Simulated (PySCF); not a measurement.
**Adding and removing an electron: GeP**

PBE; PySCF, no relativity, basis sets Ge def2-SVP, P def2-SVP. Neutral (UKS): doublet (π ↑), Re = 2.177 Å, ωe = 470 cm⁻¹, De = 3.62 eV, HOMO -5.58 eV, LUMO -5.37 eV.

GeP⁺ (UKS): triplet (π ↑↑), Re = 2.346 Å, ωe = 370 cm⁻¹, De = 3.00 eV to Ge⁺ + P. The energies at the minima are -2417.46207 hartree for GeP and -2417.14825 for GeP⁺.

Work out the adiabatic ionisation energy, without and with harmonic zero-point energies (1 hartree = 27.2114 eV, 1 eV = 8065.5 cm⁻¹), and the change of the bond length.

At PBE: 0.31382 hartree = 8.539 eV between the minima; the zero-point term (370.0 − 470.0)/2 cm⁻¹ = -0.006 eV makes it 8.533 eV. Re changes by +16.9 pm against the neutral. The electron leaves a π orbital, and the longer bond of the ion fits a bonding orbital, or a change in how ionic the bond is.

Spin–orbit coupling is left out. For an ion De counts to the pair picked by the measured ionisation energies or electron affinities, which need not be the lowest pair at this level. States were picked by a PBE0 search and need not be the measured ground states.
